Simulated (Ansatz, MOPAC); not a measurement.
Molecule: BH₂, charge 0, multiplicity 2. SMILES: [BH2]

Atoms: B1, H2, H3. Bonds: B1-H2, B1-H3.

Bond lengths (Å) and angles (degrees) optimised at AM1 with MOPAC; PM6 with MOPAC; MNDO with MOPAC; HF/3-21G with Ansatz (an electronic-structure program); HF/6-31G* with Ansatz; PBE/6-31G* with Ansatz, each started from the B3LYP-D3(BJ)/def2-TZVP structure (Ansatz) of the last column. A row stands for all coordinates that are equal there. 6-31G* holds six Cartesian d functions. No wavenumbers were computed at MNDO, PBE/6-31G*, so these may be saddle points.

```tsv
coordinate	AM1	PM6	MNDO	HF/3-21G	HF/6-31G*	PBE/6-31G*	B3LYP-D3(BJ)/def2-TZVP
B1-H2	1.198	1.177	1.159	1.185	1.185	1.203	1.187
H2-B1-H3	127.9	128.9	126.2	127.7	126.6	127.9	129.6
```

Mean signed difference of all 2 bond lengths from B3LYP-D3(BJ)/def2-TZVP: AM1 0.011 Å, PM6 -0.010 Å, MNDO -0.028 Å, HF/3-21G -0.002 Å, HF/6-31G* -0.001 Å, PBE/6-31G* 0.016 Å.
